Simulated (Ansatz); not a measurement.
The same path of AlCl2H3Si + H2 (9 atoms, charge 0, multiplicity 1) was run twice with different band settings. Lost on the way: Al1–Si2, H5–H6. Made: Al1–H6, Si2–H5.

Computed with Ansatz 0.2.0, RKS B3LYP-D4/6-31G*.

Relaxed end points:

```xyz
9
Properties=species:S:1:pos:R:3
Al -0.462 1.060 -0.373
Si 1.456 -0.441 -0.387
Cl -1.952 0.978 -1.866
Cl -0.677 2.580 1.078
H -1.673 -1.166 1.382
H -2.289 -0.750 1.345
H 2.572 0.172 -1.160
H 1.928 -0.695 1.001
H 1.097 -1.738 -1.021
```

```xyz
9
Properties=species:S:1:pos:R:3
Al -1.563 0.798 0.236
Si 1.311 -0.785 -0.136
Cl -1.733 0.802 -1.876
Cl -0.503 2.411 1.107
H -0.097 -0.560 0.362
H -2.517 -0.091 1.108
H 1.708 0.402 -0.919
H 2.139 -0.964 1.078
H 1.253 -2.013 -0.960
```

Common settings: spring 5.0 eV/Å²; optimiser quadratic models (default); start path through a guess of the saddle point; force threshold 0.05 eV/Å; iteration limit 60; end points relaxed.

| run | movable images | climbing image |
| --- | --- | --- |
| 1 | 5 | yes |
| 2 | 6 | no |

What does each run give, and how far can it be trusted?

Run 1: converged after 8 iterations, highest image 1.561 eV above the first end. A vibrational analysis at the climbing image gives one clearly imaginary mode, 1357i cm⁻¹: a first-order saddle point.
Run 2: converged after 8 iterations, highest image 1.528 eV above the first end. No image climbed, so the highest image needn't sit at the top of the path.
The orbitals stay closed-shell, which can raise the energy where a bond breaks towards radicals; this wasn't checked here.
